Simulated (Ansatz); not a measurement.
Geometry optimisation, RHF/6-31G in Ansatz.

The input (input.yaml):

```yaml
crystal:
  periodic: [false, false, false]
  atoms:
    - { symbol: C, position_ang: [-0.6348, -0.7056, 2.021] }
    - { symbol: S, position_ang: [-1.0791, 0.6949, 0.8785] }
    - { symbol: C, position_ang: [0.1192, 0.4807, -0.3541] }
    - { symbol: Si, position_ang: [-0.391, 0.1639, -2.0597] }
    - { symbol: C, position_ang: [1.4598, 0.5768, -0.0848] }
    - { symbol: F, position_ang: [1.9285, 0.8628, 1.1662] }
    - { symbol: H, position_ang: [0.3071, -0.4963, 2.5026] }
    - { symbol: H, position_ang: [-0.6242, -1.5967, 1.4666] }
    - { symbol: H, position_ang: [-1.4509, -0.6985, 2.8241] }
    - { symbol: H, position_ang: [0.6956, -0.0331, -2.9462] }
    - { symbol: H, position_ang: [-1.2857, -1.0918, -2.0712] }
    - { symbol: H, position_ang: [-1.2549, 1.2983, -2.5486] }
    - { symbol: H, position_ang: [2.2307, 0.51, -0.7796] }
basis:
  gaussian: { orbitals: "6-31G" }
hamiltonian:
  xc: hf
relax:
  f_tol: 0.02
  max_steps: 40
```

Launched with:

```bash
$ ansatz run input.yaml --threads 1 --pin off --max-ram 2048MiB --backend cpu --events-out ev --progress --plain --runs-dir out
```

**Question.** Where does it end, and by what steps?

**Answer.** The forces met the threshold. Limits of this set-up: no polarisation functions. After 14 steps the energy has fallen by 0.569 eV; H10 moved furthest, 0.29 Å.

```
step  energy less start (eV)  largest force component (eV/Å)  accepted
   0                  0.0000                           5.798       yes
   1                 -0.4226                           1.797       yes
   2                 -0.5016                           1.424       yes
   3                 -0.5481                           0.722       yes
   4                 -0.5638                           0.117       yes
   5                 -0.5666                           0.042       yes
   6                 -0.5253                           0.417        no
   7                 -0.5685                           0.056       yes
   8                 -0.5690                           0.041       yes
   9                 -0.5692                           0.027       yes
  10                 -0.5692                           0.038       yes
  11                 -0.5694                           0.037       yes
  12                 -0.5694                           0.034       yes
  13                 -0.5694                           0.021       yes
  14                 -0.5695                           0.004       yes
```

```xyz
13
Properties=species:S:1:pos:R:3
C -0.649 -0.649 2.179
S -1.159 0.597 0.870
C 0.158 0.431 -0.394
Si -0.443 0.201 -2.185
C 1.443 0.496 -0.115
F 1.921 0.663 1.166
H 0.259 -0.326 2.654
H -0.524 -1.618 1.724
H -1.462 -0.675 2.887
H 0.746 0.209 -3.088
H -1.159 -1.098 -2.315
H -1.360 1.313 -2.556
H 2.249 0.421 -0.812
```

Whether the end is a true minimum wasn't checked by a vibrational analysis.

The run took 45 s on 1 CPU thread of a shared host.
